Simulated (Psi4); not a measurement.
Psi4 was given this input:
```
memory 2 GB

molecule {
1 2
  Si    1.58968807   -0.31912383    0.11186273
  O     0.01128648    0.04259495   -0.05898121
  Si   -1.59905322    0.28377995   -0.06292207
  H     1.94507558   -0.84035872   -1.22785096
  H     2.21573731    1.02067942    0.19327172
  H     1.73660238   -1.21029802    1.25307240
  H    -2.17744350   -0.45342710    1.05068702
  H    -1.97801718   -0.12352865   -1.43555598
  H    -1.70113435    1.76098778   -0.04694370
}

set basis 6-31g
set reference uks

energy('b3lyp')
print_variables()
```

Task: What is the computed number of basis functions (B3LYP/6-31G (Psi4 1.11))?

Result: 47

Task: Estimate the nuclear repulsion energy that B3LYP/6-31G returns for this input.

Result: 159.0522 Eh

Task: Give the total energy at the level B3LYP/6-31G.

Result: -657.390141 Ha

These values belong to the state on which the SCF converged, which isn't shown to be the lowest.

Task: Roughly what does it cost on one core?

Result: very roughly 14 core-seconds.
